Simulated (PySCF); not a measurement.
Cost of one run: shielding job, `C(C(CN)CN)=C`.

Method: GIAO PBE0/pcSseg-1 NMR shielding, non-relativistic, gas phase (PySCF 2.14.0, density-fitted response routines). Geometry: GFN2-xTB. Work: shieldings, charges and field gradients, density fitting. A driver script takes a list of jobs; this job's settings line and coordinates (Å) are shown.

Command:
```bash
OMP_NUM_THREADS=1 python probes_run.py task.json out
```

Input:
```
{"job": {"kind": "nmr", "xc": "PBE0", "basis": "pcSseg-1"}, "charge": 0, "multiplicity": 1}
C     -0.320891     2.323945     1.237000
C      0.052329     1.089513     0.955045
C     -0.140080     0.432698    -0.376481
C     -1.209250    -0.675121    -0.305271
N     -0.874200    -1.703747     0.670834
C      1.199425    -0.112165    -0.938051
N      1.864146    -1.137342    -0.165669
H     -0.160978     2.763498     2.207333
H     -0.802287     2.951690     0.504601
H      0.532803     0.485939     1.714425
H     -0.508368     1.182293    -1.085933
H     -2.184225    -0.199299    -0.102310
H     -1.269791    -1.159324    -1.284768
H     -1.530783    -2.473707     0.604378
H     -0.937654    -1.325783     1.610618
H      1.891518     0.727090    -1.058746
H      1.000929    -0.530796    -1.930162
H      1.195386    -1.872605     0.049947
H      2.192169    -0.757528     0.716077
```

Hardware: one thread of an Arm Neoverse V2, shared host with 96 logical CPUs at a one-minute load of 25. PySCF's memory limit was set to 1040 MB.

**Question.** How large is the basis?

**Answer.** 179 functions for 56 electrons, with 915 fitting functions; the fitted three-index integrals, 915 × 179 × 180/2 numbers of 8 bytes, come to 110 MiB.

**Question.** How long does the run take?

**Answer.** About 23 s. The SCF took 14 cycles.

**Question.** Estimate the peak memory.

**Answer.** About 0.83 GiB. Peak memory is the resident size of the whole Python process, interpreter and libraries included.

**Question.** At this speed, how long would 1000 such jobs take on 8 cores, one job a core?

**Answer.** 1000/8 gives 125 rounds of 23 s, about 48 min of wall time and 6.4 core-hours, if the jobs don't slow each other.

The SCF part of the output:
```
coarse grid: 15000 points
cycle   1  E = -306.7153331759  dE =  6.906e-01  |g| = 5.017e-01  |ddm| = 3.701e+00
cycle   2  E = -306.7047394022  dE =  1.059e-02  |g| = 5.694e-01  |ddm| = 1.007e+00
cycle   3  E = -306.7772391553  dE = -7.250e-02  |g| = 5.681e-02  |ddm| = 5.406e-01
cycle   4  E = -306.7777732898  dE = -5.341e-04  |g| = 2.390e-02  |ddm| = 6.813e-02
cycle   5  E = -306.7779004101  dE = -1.271e-04  |g| = 7.256e-03  |ddm| = 2.641e-02
cycle   6  E = -306.7779111758  dE = -1.077e-05  |g| = 3.115e-03  |ddm| = 6.895e-03
cycle   7  E = -306.7779135575  dE = -2.382e-06  |g| = 4.384e-04  |ddm| = 2.856e-03
final grid: 142488 points
cycle   8  E = -306.8163119474  dE = -5.934e-05  |g| = 1.002e-02  |ddm| = 4.552e-02
cycle   9  E = -306.8163022548  dE =  9.693e-06  |g| = 1.200e-02  |ddm| = 1.958e-02
cycle  10  E = -306.8163365290  dE = -3.427e-05  |g| = 1.508e-03  |ddm| = 1.110e-02
cycle  11  E = -306.8163370623  dE = -5.334e-07  |g| = 3.814e-04  |ddm| = 1.504e-03
cycle  12  E = -306.8163370959  dE = -3.357e-08  |g| = 1.151e-04  |ddm| = 3.180e-04
cycle  13  E = -306.8163370987  dE = -2.842e-09  |g| = 3.334e-05  |ddm| = 1.319e-04
cycle  14  E = -306.8163370990  dE = -2.481e-10  |g| = 5.155e-06  |ddm| = 3.474e-05
converged SCF energy = -306.8163370990
```

On the final grid dE counts from the start density on that grid.

The host was shared with other jobs, so the times are rough.
